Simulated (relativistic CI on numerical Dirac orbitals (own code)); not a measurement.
Sensitivity of the levels of Tb XI to α and to the nuclear radius

These numbers are calculated, not measured: Dirac-Coulomb-Breit CI, KLI orbitals optimised for each configuration, derivatives by finite differences, unscaled Slater integrals, QED left out (own radial code, finite nucleus).

CI space (outside the closed core [Kr] 4d10 5s2): 4f6 5p. The list is cut by size and lacks configurations that can hold low levels.

With x = (α/α₀)² − 1 an excitation energy changes as ω = ω₀ + qx; K = 2q/ω₀ is the relative enhancement. Terms are leading LS components, so labels can repeat. The field-shift factor is F = δν/δ⟨r²⟩ for the transition from the lowest level.

Lowest level 4f6 5p 8G°_1/2.

```
          Level  ω₀ (cm⁻¹)  q (cm⁻¹)         K  F (GHz/fm²)
 4f6 5p 8G°_3/2      946.5     723.3      1.53        0.057
 4f6 5p 8G°_5/2     2446.8      1672      1.37        0.132
 4f6 5p 8G°_7/2     4437.2      2717      1.22        0.213
 4f6 5p 8G°_9/2     6836.9      3879      1.13         0.29
 4f6 5p 6D°_1/2     8332.4     -3595    -0.863       0.0135
4f6 5p 8D°_11/2     9410.0      5814      1.24        0.308
 4f6 5p 6D°_3/2     9845.1    -233.7   -0.0475      0.00366
 4f6 5p 6D°_5/2    11431.8      3435     0.601      -0.0445
 4f6 5p 8D°_7/2    12698.1      6731      1.06       -0.119
 4f6 5p 8D°_9/2    13598.7      9231      1.36       -0.182
4f6 5p 8D°_11/2    14428.0      9959      1.38        -0.15
4f6 5p 6G°_13/2    16197.1      6670     0.824        0.184
 4f6 5p 6F°_1/2    28400.3     -5745    -0.405        0.329
 4f6 5p 6F°_3/2    31679.5     -2123    -0.134        0.457
 4f6 5p 4P°_1/2    34120.6     -2211     -0.13        0.306
 4f6 5p 6F°_5/2    36046.6      1571    0.0872        0.589
4f6 5p 6M°_13/2    38369.5     -1360   -0.0709        0.638
 4f6 5p 6D°_3/2    38562.3      2645     0.137        0.362
4f6 5p 6M°_15/2    39578.0     670.8    0.0339        0.721
 4f6 5p 6H°_7/2    40367.3      1635     0.081        0.704
4f6 5p 6L°_17/2    41076.8      2039    0.0993        0.771
 4f6 5p 6H°_5/2    41164.1     551.7    0.0268        0.674
 4f6 5p 6H°_9/2    41353.5     20.22  0.000978        0.698
```

At this charge energies of transitions that change n are usually good to better than 1 %, and those within a shell (Δn = 0) to a few per cent. Terms inside the open d or f shell come out 10 to 20 % too wide with unscaled integrals. Levels and lines within the n = 5 or 6 shells can be off by up to 10 % or somewhat more, and those that change n by about 2 %, since core polarisation is missing.
